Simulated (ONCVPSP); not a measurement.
# What one change does to a pseudopotential (aluminium, ONCV)

Al, optimised norm-conserving Vanderbilt (ONCV), made with ONCVPSP 4.0.1 (Wu-Cohen, scalar-relativistic). Core [He], reference 2s2 2p6 3s1.5 3p1.5. Waves: 2s+3s: rc 1.20 bohr, ncon 4, nbas 7, qcut 9 1/bohr, 2 projectors; 2p+3p: rc 1.25 bohr, ncon 4, nbas 8, qcut 11.2 1/bohr, 2 projectors. Local part: polynomial inside 1.15 bohr (lpopt 5, dvloc0 0 Ha). Core correction: polynomial model core, fcfact 0.35.

Change: p: rc 0.94; local potential polynomial inside 0.94 bohr (lpopt 5, dvloc0 0 Ha).

Cutoffs: the cutoffs (Ha) at which the residual kinetic energy of the hardest occupied pseudo-wave falls to 1 and 0.1 mHa per electron; they do not see the model core or the augmentation charge, which bear on the density cutoff. Errors are all-electron minus pseudo energies relative to the spin-unpolarised reference configuration.

Problem. Predict the effect on cutoff, ghosts and configuration errors.

Solution. The potential gets harder (51 Ha and 57 Ha → 95 Ha and 228 Ha); of the 4 tests that both files solve, the error grows in 0 and shrinks in 1 by more than 15 % and 0.3 meV (median size 0.5 → 0.5 meV); neither file shows a bound ghost. A smaller radius makes the pseudo-wave follow the all-electron one further in, where it bends more sharply, so more plane waves are needed.

| quantity | base | changed |
| --- | --- | --- |
| cutoff, loose | 51 Ha | 95 Ha |
| cutoff, tight | 57 Ha | 228 Ha |
| loose cutoff by channel | s 27 Ha, p 51 Ha | s 27 Ha, p 95 Ha |
| bound ghosts | none | none |
| GHOST(+) flags under 300 eV | none | none |
| error for 2s2 2p6 3s2 3p1, meV [ΔE -2.54 eV] | -0.1 | 0.0 |
| error for 2s2 2p6 3s2 3p0, meV [ΔE 3.20 eV] | +0.4 | +0.5 |
| error for 2s2 2p6 3s1 3p0, meV [ΔE 22.39 eV] | +0.5 | +0.5 |
| error for 2s1 2p6 3s2 3p1, meV [ΔE 117.93 eV] | -552 | -422 |
| s: phases at 1.22 bohr within 0.05 rad from the reference energy up to (Ha; the scan ends near 5) | to the end of the scan | to the end of the scan |
| rms error of d²Exc/dni dnj with the model core, mHa | 1.21 | 1.43 |
